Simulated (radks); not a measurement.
The numbers below are computed, except where a source is named.
Isoelectronic series with 9 electrons, all held in the configuration [He] 2s2 2p5, which need not be the ground one along the series. Level of theory: scalar-relativistic Kohn-Sham, PBE, spin-polarised, spherical densities, point nucleus; open shells are filled with parallel spins first (a radial shooting solver on a logarithmic mesh with Libxc functionals). Total energies (hartree) and mean radii <r> (bohr):

| ion | E (hartree) | 2p down | 2p up | 2s down |
|---|---|---|---|---|
| F | -99.75933 | 1.127 | 1.089 | 1.010 |
| Ne+ | -128.20611 | 0.8930 | 0.8757 | 0.8681 |
| Mg3+ | -196.47744 | 0.6454 | 0.6385 | 0.6737 |
| Al4+ | -236.29889 | 0.5687 | 0.5637 | 0.6053 |
| P6+ | -327.32981 | 0.4606 | 0.4576 | 0.5029 |
| S7+ | -378.55042 | 0.4209 | 0.4184 | 0.4636 |
| Cl8+ | -433.58355 | 0.3875 | 0.3855 | 0.4299 |
| Ar9+ | -492.43705 | 0.3591 | 0.3574 | 0.4008 |
| K10+ | -555.11947 | 0.3346 | 0.3332 | 0.3753 |
| Ca11+ | -621.64008 | 0.3132 | 0.3120 | 0.3528 |
| Sc12+ | -692.00883 | 0.2944 | 0.2934 | 0.3328 |
| Ti13+ | -766.23629 | 0.2778 | 0.2768 | 0.3149 |
| V14+ | -844.33372 | 0.2629 | 0.2621 | 0.2989 |
| Cr15+ | -926.31301 | 0.2495 | 0.2488 | 0.2843 |
| Mn16+ | -1012.18672 | 0.2374 | 0.2368 | 0.2711 |
| Fe17+ | -1101.96807 | 0.2265 | 0.2258 | 0.2590 |

Estimate the row of Si5+.

Answer. E (hartree) -279.91467; 2p down 0.5088; 2p up 0.5050; 2s down 0.5494.
